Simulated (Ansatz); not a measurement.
Mulliken charges of `[CH3][Ta](=[O])([Cl])[Cl]` from ωB97M-V/def2-TZVPP in Ansatz (PBE0-D4/def2-TZVP geometry).

```tsv
atom	x (Å)	y (Å)	z (Å)	charge (e)
C1	-0.714	-0.266	0.842	-0.534
Ta2	0.676	0.203	-0.706	0.888
O3	2.178	-0.112	0.036	-0.358
Cl4	0.330	-1.267	-2.432	-0.210
Cl5	0.485	2.442	-1.168	-0.210
H6	-1.743	-0.108	0.503	0.133
H7	-0.594	-1.310	1.150	0.145
H8	-0.525	0.361	1.719	0.145
```

**Question.** By hand: the dipole of these point charges (1 e Å = 4.8032 D).

**Answer.** Σ q r = (-0.363, -0.036, 0.149) e Å, of length 0.394 e Å = 1.89 D.

**Question.** How does the dipole of the full density compare? (Best estimate.)

**Answer.** The calculation gave: (-0.484, 0.006, 0.042) e Å, 2.33 D; the point charges give 0.81 times that, at 18° from its direction.

Point charges leave out the atoms' own dipoles, such as those of lone pairs, and Mulliken's split depends on the basis, so the two needn't agree.
